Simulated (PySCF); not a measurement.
Isomers of C5H10NPSi2, one GFN2-xTB conformer each. Single-point energies are computed at PBE0/pcSseg-1 (PySCF, gas phase, no added dispersion term), electronic only.

```csv
SMILES,GFN2-xTB relative energy (kJ/mol)
C#C[C@@H](C)[Si@H](C#N)[SiH2]P,0.0
C#C[SiH2][Si@](N)(P)C#CC,2.5
```

Conformers: `[CH:1]#[C:2][C@@H:3]([CH3:4])[Si@H:5]([C:6]#[N:7])[SiH2:8][PH2:9]` with C2–C3–Si5–C6 -179°, C3–Si5–Si8–P9 166°, Si5–Si8–P9–H 47° and -46°; `[CH:1]#[C:2][SiH2:3][Si@:4]([NH2:5])([PH2:6])[C:7]#[C:8][CH3:9]` with C2–Si3–Si4–N5 -62°, Si3–Si4–N5–H 56° and -164°, Si3–Si4–P6–H -59° and 34°.

Task: What does PBE0/pcSseg-1 give for the same structures?

Result: 
```json
{"SMILES": "C#C[C@@H](C)[Si@H](C#N)[SiH2]P", "PBE0/pcSseg-1 E (Eh)": "-1170.82557", "PBE0/pcSseg-1 (kJ/mol)": "0.0", "GFN2-xTB (kJ/mol)": "0.0", "point group": "C1"}
{"SMILES": "C#C[SiH2][Si@](N)(P)C#CC", "PBE0/pcSseg-1 E (Eh)": "-1170.82192", "PBE0/pcSseg-1 (kJ/mol)": "9.6", "GFN2-xTB (kJ/mol)": "2.5", "point group": "C1"}
```

Both levels put the same isomer lowest. As drawn, the lower has a C≡N group, which the higher lacks; the higher has an N–H bond, which the lower lacks. Neighbours under 10 kJ/mol apart (C#C[C@@H](C)[Si@H](C#N)[SiH2]P and C#C[SiH2][Si@](N)(P)C#CC) can change places with a better method, another conformer or zero-point energy.

Task: Which frontier levels, dipoles and rotational constants go with these structures?

Result: 
```json
{"SMILES": "C#C[C@@H](C)[Si@H](C#N)[SiH2]P", "HOMO (eV, PBE0/pcSseg-1)": "-7.58", "LUMO (eV)": "-1.06", "dipole (D)": "3.12", "A, B, C (MHz)": "1279, 593.5, 423.6"}
{"SMILES": "C#C[SiH2][Si@](N)(P)C#CC", "HOMO (eV, PBE0/pcSseg-1)": "-7.06", "LUMO (eV)": "-0.58", "dipole (D)": "2.15", "A, B, C (MHz)": "875.8, 704.5, 465.8"}
```
